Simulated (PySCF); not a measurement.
PySCF 2.14 output of an unrestricted r2SCAN calculation on a single atom or ion in x2c-QZVPPall with one added diffuse shell each of s, p, d, f, g type (12s8p6d4f3g, 121 functions), with scalar relativity by spin-free X2C-1e:

```
SCF conv_tol = 1e-09
number electrons alpha = 12  beta = 9
    J. W. Furness, A. D. Kaplan, J. Ning, J. P. Perdew, and J. Sun.,  J. Phys. Chem. Lett. 11, 8208-8215 (2020)
    J. W. Furness, A. D. Kaplan, J. Ning, J. P. Perdew, and J. Sun.,  J. Phys. Chem. Lett. 11, 9248-9248 (2020)
    J. W. Furness, A. D. Kaplan, J. Ning, J. P. Perdew, and J. Sun.,  J. Phys. Chem. Lett. 11, 8208-8215 (2020)
    J. W. Furness, A. D. Kaplan, J. Ning, J. P. Perdew, and J. Sun.,  J. Phys. Chem. Lett. 11, 9248-9248 (2020)
cycle= 1 E= -764.140214815636  delta_E= -0.0104  |g|= 0.0128  |ddm|= 0.223
cycle= 2 E= -764.140304714378  delta_E= -8.99e-05  |g|= 0.00733  |ddm|= 0.0551
cycle= 3 E= -764.140316634958  delta_E= -1.19e-05  |g|= 0.00736  |ddm|= 0.0172
cycle= 4 E= -764.140340934953  delta_E= -2.43e-05  |g|= 0.000766  |ddm|= 0.00801
cycle= 5 E= -764.140341283343  delta_E= -3.48e-07  |g|= 9.54e-05  |ddm|= 0.00183
cycle= 6 E= -764.140341288654  delta_E= -5.31e-09  |g|= 6.33e-06  |ddm|= 0.000179
cycle= 7 E= -764.140341288687  delta_E= -3.25e-11  |g|= 1.14e-06  |ddm|= 1.05e-05
converged SCF energy = -764.140341288687  <S^2> = 3.7510457  2S+1 = 4.0005228
```

The run itself started from symmetry-adapted Hartree-Fock orbitals and held the occupation by maximum overlap, on a logarithmic radial grid, so the iterations belong to that start.

Task: Which element, charge and spin multiplicity is this?

Result: Sc (scandium, neutral), multiplicity 4; the state was [Ar] 3d2 4s1, high-spin 4F determinant (an excited configuration).
